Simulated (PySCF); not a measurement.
Xe(3+): interval between two levels

Xe(3+) [Kr] 4d10 5s2 5p3 [4S3/2, M_J = 3/2] → Xe(3+) [Kr] 4d10 5s1 5p3 6s1 [6S5/2, M_J = 5/2], as a difference of total energies. All numbers are calculated (PySCF 2.14, the two-component X2C-1e Hamiltonian, in x2c-TZVPall-2c with one added diffuse shell each of s, p, d, f type (9s10p6d3f, 90 functions)). Correlated levels: [Ar] 3d10 frozen; the 6 highest virtual spinors dropped. "Screened" scales the spin-orbit matrix elements by Boettger's factors to mimic the two-electron term; Breit and QED terms are absent.

| method | interval between two levels (cm⁻¹) |
| --- | --- |
| GHF (spin-free) | 227960 |
| GMP2 (spin-free) | 243440 |
| GHF (screened spin-orbit) | 228900 |
| GMP2 (screened spin-orbit) | 244260 |

The labels give the starting determinants; with spin-orbit coupling the two ends relaxed to ⟨J²⟩ = 3.76, ⟨L²⟩ = 0.21, ⟨S²⟩ = 3.53 and ⟨J²⟩ = 8.75, ⟨L²⟩ = 0.08, ⟨S²⟩ = 8.64.
